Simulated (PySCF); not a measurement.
Ligands exchanged one at a time, B NH2-SiH3. Isolated molecules, 0 K electronic values unless said otherwise. Strings in code marks are SMILES.

The T1 excitation (TDA) from two functionals at the same geometries (B3LYP-D3(BJ)/def2-TZVP), both in PySCF: PBE-D3(BJ)/def2-TZVP and B3LYP-D3(BJ)/def2-TZVP. B3LYP has the VWN-RPA correlation part, as in Gaussian. Excitations are Tamm–Dancoff values on a coarser integration grid. The basis has no diffuse functions, so Rydberg states are missing or too high.

| species | PBE-D3(BJ)/def2-TZVP (eV) |
|---|---|
| 0 of 3 NH2 replaced by SiH3 (`NB(N)N`) | 5.05 |
| 1 of 3 NH2 replaced by SiH3 (`NB([SiH3])N`) | 5.10 |
| 2 of 3 NH2 replaced by SiH3 | 3.85 |
| 3 of 3 NH2 replaced by SiH3 (`B([SiH3])([SiH3])[SiH3]`) | 2.33 |

Task: What does B3LYP-D3(BJ)/def2-TZVP give for each?

Result: 
- 0 of 3 NH2 replaced by SiH3 (`NB(N)N`): 5.50
- 1 of 3 NH2 replaced by SiH3 (`NB([SiH3])N`): 5.56
- 2 of 3 NH2 replaced by SiH3: 4.07
- 3 of 3 NH2 replaced by SiH3 (`B([SiH3])([SiH3])[SiH3]`): 2.56
Over these rows, drawn at random from the members with no instability flagged (it was tested for open shells, ions and some series alone), PBE minus B3LYP-D3(BJ): mean -0.34 eV, from -0.46 eV to -0.22 eV.
